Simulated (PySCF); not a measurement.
## How methods differ on the ionisation energy of In³³⁺

In³³⁺ [Ne] 3s2 3p4 (3P) → In³⁴⁺ [Ne] 3s2 3p3 (4S), as a difference of total energies. Computed with PySCF 2.14 in an even-tempered Gaussian basis (18 s from 4.7 bohr⁻², ratio 2.5; 12 p from 6.1 bohr⁻², ratio 2.5; 5 d from 29 bohr⁻², ratio 2.7; 4 f from 43 bohr⁻², ratio 2.7), with the spin-free X2C one-electron Hamiltonian (Gaussian nucleus). Correlated levels: outer shells: 1s2 frozen; virtual orbitals above 40 to 60 times the deepest correlated orbital energy dropped. The calculations carry no spin-orbit coupling.

| method | ionisation energy (eV) |
| --- | --- |
| UHF | 2119.2 |
| LDA | 2121.9 |
| PBE | 2122.4 |
| PBE0 | 2122.1 |
| r2SCAN | 2121.9 |
| BP86 | 2123.3 |
| revPBE | 2122.3 |
| MP2 (outer shells) | 2120.3 |
| SCS-MP2 (outer shells) | 2120.3 |

Spin-orbit coupling is strong in these open shells (close to jj coupling). The scalar numbers leave it out and a first-order estimate fails, so it can dominate the gap to the real levels.

Breit and QED terms and the two-electron picture change are absent.

For comparison: 2111 ± 3 eV (semi-empirical (NIST evaluation); NIST Atomic Spectra Database, ionization energies).
